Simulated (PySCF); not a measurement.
H₆S, SMILES [H][S@OH27]([H])([H])([H])([H])[H]. Heavy atoms are numbered as in [H][S@OH27:1]([H])([H])([H])([H])[H]. Hydrogens are named by the atom that carries them.

The structure is a stationary point at ωB97X-D3(BJ)/def2-TZVP.

All values below come from PBE/def2-TZVPD in PySCF.

Mulliken values depend strongly on the basis, most of all with diffuse functions as here. ESP charges are fitted to the potential on shells at 1.4 to 2.0 van der Waals radii. Atomic charges (e), one atom of each kind:

| atom | ESP fit | Mulliken | meta-Löwdin |
|---|---|---|---|
| S1 (SH6) | 0.56 | -0.67 | 0.78 |
| H on S1 | -0.09 | 0.11 | -0.13 |
